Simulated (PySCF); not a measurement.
TeCl3, SMILES Cl[Te](Cl)Cl, multiplicity 2.

Geometry: B3LYP-D3(BJ)/def2-SVP. The spin state was assumed, not searched. The isomer is the one that the SMILES or the coordinates give; other isomers of the formula were not compared. The def2 effective core potentials stand for the cores of Te; spin–orbit coupling is left out.

Computed with TDA-M06-2X/def2-SVPD in PySCF.

Vertical excitations. Gas-phase values at a fixed geometry.

```tsv
state	energy (eV)	λ (nm)	f	main pairs
root 1	2.30	540	0.004	α HOMO→LUMO 8 %, β HOMO→LUMO 88 %
root 2	2.46	505	0.001	α HOMO→LUMO 85 %, β HOMO→LUMO 9 %
root 3	3.23	384	0.000	β HOMO−1→LUMO 85 %
root 4	3.34	372	0.018	α HOMO→LUMO+1 6 %, β HOMO−2→LUMO 78 %
root 5	3.36	369	0.001	β HOMO−3→LUMO 91 %
root 6	3.55	349	0.000	α HOMO−1→LUMO 46 %, β HOMO→LUMO+1 35 %, β HOMO−4→LUMO 9 %
root 7	3.69	336	0.005	α HOMO−1→LUMO 5 %, β HOMO−4→LUMO 77 %
root 8	3.93	316	0.014	α HOMO→LUMO+1 86 %
root 9	4.08	304	0.002	α HOMO−2→LUMO 52 %, α HOMO−6→LUMO 23 %, β HOMO−1→LUMO+1 8 %
root 10	4.16	298	0.014	α HOMO−1→LUMO 38 %, β HOMO→LUMO+1 53 %
```
Unrestricted roots are not spin-pure.
